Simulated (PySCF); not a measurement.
**Atomic charges by several schemes**

Compound: C7H12.
SMILES with atom numbers: `[CH2:1]1[CH2:2][CH2:3][C@H:4]2[CH2:5][C@H:6]2[CH2:7]1` (hydrogens: H8, H9 on C1; H10, H11 on C2; H12, H13 on C3; H14 on C4; H15, H16 on C5; H17 on C6; H18, H19 on C7)

Structure used (PBE0-D3(BJ)/def2-SVP), in Å, numbered top down from 1:
```
atom  x, y, z in Å
C1    -1.4322   -0.2771    0.8514
C2    -1.3417   -0.5022   -0.6523
C3     0.0022   -1.1243   -1.0231
C4     1.1853   -0.4014   -0.4171
C5     1.3641    1.0771   -0.5755
C6     0.9877    0.5154    0.7679
C7    -0.4100    0.7535    1.3249
H8    -2.4464    0.0427    1.1395
H9    -1.2515   -1.2395    1.3631
H10   -1.4812    0.4591   -1.1791
H11   -2.1570   -1.1572   -0.9980
H12    0.1147   -1.1797   -2.1194
H13    0.0121   -2.1669   -0.6595
H14    2.1101   -0.9877   -0.4141
H15    0.5913    1.6348   -1.1147
H16    2.3751    1.4669   -0.7205
H17    1.7876    0.5031    1.5145
H18   -0.3701    0.7574    2.4251
H19   -0.7547    1.7612    1.0339
```

Density: PBE0/pcSseg-1 (PySCF); schemes: Mulliken, IAO, Hirshfeld and ESP-fitted. One conformer (not necessarily the lowest) at the PBE0-D3(BJ)/def2-SVP geometry, without solvent, vibrations or thermal averaging.

Q: Which atoms carry the highest charge in the Mulliken, IAO, Hirshfeld and ESP-fitted schemes?

A: The schemes don't all agree: Mulliken H16 (+0.126); IAO H16 (+0.143); Hirshfeld H16 (+0.043); ESP-fitted H15 (+0.171).

Q: Do the Mulliken, IAO, Hirshfeld and ESP-fitted schemes agree on where the charge is lowest?

A: The schemes don't all agree: Mulliken C2 (-0.260); IAO C5 (-0.296); Hirshfeld C5 (-0.098); ESP-fitted C5 (-0.432).

Q: For which atoms does the sign change between the 4 schemes (beyond +0.03 e in one, beyond −0.03 e in another)?

A: For none.

Q: Tabulate the Mulliken, IAO, Hirshfeld and ESP-fitted charges.

A: In e:

| atom | environment | Mulliken | IAO | Hirshfeld | ESP-fitted |
| --- | --- | --- | --- | --- | --- |
| C1 | ring CH2 carbon | -0.210 | -0.247 | -0.068 | -0.032 |
| C2 | ring CH2 carbon | -0.260 | -0.252 | -0.067 | +0.004 |
| C3 | ring CH2 carbon | -0.138 | -0.252 | -0.066 | -0.186 |
| C4 | sp3 carbon at a ring junction | -0.255 | -0.134 | -0.042 | -0.009 |
| C5 | three-membered-ring carbon | -0.144 | -0.296 | -0.098 | -0.432 |
| C6 | sp3 carbon at a ring junction | -0.251 | -0.142 | -0.042 | -0.084 |
| C7 | ring CH2 carbon | -0.160 | -0.255 | -0.066 | -0.157 |
| H8 | methylene hydrogen | +0.116 | +0.130 | +0.037 | +0.017 |
| H9 | methylene hydrogen | +0.112 | +0.122 | +0.032 | +0.041 |
| H10 | methylene hydrogen | +0.112 | +0.119 | +0.032 | +0.040 |
| H11 | methylene hydrogen | +0.121 | +0.133 | +0.039 | +0.017 |
| H12 | methylene hydrogen | +0.121 | +0.131 | +0.036 | +0.069 |
| H13 | methylene hydrogen | +0.116 | +0.128 | +0.035 | +0.067 |
| H14 | methine hydrogen | +0.116 | +0.137 | +0.042 | +0.080 |
| H15 | methylene hydrogen | +0.124 | +0.133 | +0.041 | +0.171 |
| H16 | methylene hydrogen | +0.126 | +0.143 | +0.043 | +0.153 |
| H17 | methine hydrogen | +0.118 | +0.137 | +0.040 | +0.102 |
| H18 | methylene hydrogen | +0.120 | +0.137 | +0.039 | +0.063 |
| H19 | methylene hydrogen | +0.115 | +0.126 | +0.032 | +0.077 |

Mean size of the charges over all atoms: IAO 0.166 e, Mulliken 0.149 e, ESP-fitted 0.095 e, Hirshfeld 0.047 e. Each set sums to the total charge, 0, to within 0.001 e. The ESP scheme is a least-squares fit of atom-centred charges to the potential on four shells outside the van der Waals surface, with the total charge fixed. The IAO scheme projects the occupied orbitals on a minimal set of polarised atomic orbitals and counts the electrons in each atom's part of it.

Q: How closely do the schemes follow one another over all atoms?

A: Correlation coefficient and root-mean-square difference: IAO with Hirshfeld 1.00, 0.126 e; Mulliken with IAO 0.93, 0.063 e; Mulliken with Hirshfeld 0.93, 0.113 e; Hirshfeld with ESP-fitted 0.82, 0.098 e; IAO with ESP-fitted 0.79, 0.109 e; Mulliken with ESP-fitted 0.62, 0.130 e.

Q: Sum the charges by element.

A: 
```csv
element,atoms,Mulliken,IAO,Hirshfeld,ESP-fitted
C,7,-1.419,-1.576,-0.448,-0.895
H,12,+1.419,+1.576,+0.449,+0.895
```
